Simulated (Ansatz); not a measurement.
Molecule: GeH, net charge 0, doublet state. SMILES: [GeH]

Atoms: Ge1, H2. Bonds: Ge1-H2.

Bond lengths (Å) and angles (degrees) optimised at HF/6-31G* with LANL2DZ past Ar with Ansatz (a program for electronic structure); PBE/6-31G* with LANL2DZ past Ar with Ansatz; MP2/6-31G* with LANL2DZ past Ar with Ansatz, each started from the B3LYP-D3(BJ)/def2-TZVP structure (Ansatz) of the last column. A row stands for all coordinates that are equal there. 6-31G* holds six Cartesian d functions.

```tsv
coordinate	HF/6-31G* with LANL2DZ past Ar	PBE/6-31G* with LANL2DZ past Ar	MP2/6-31G* with LANL2DZ past Ar	B3LYP-D3(BJ)/def2-TZVP
Ge1-H2	1.616	1.654	1.634	1.606
```

Mean signed difference of all 1 bond lengths from B3LYP-D3(BJ)/def2-TZVP: HF/6-31G* with LANL2DZ past Ar 0.010 Å, PBE/6-31G* with LANL2DZ past Ar 0.047 Å, MP2/6-31G* with LANL2DZ past Ar 0.027 Å.
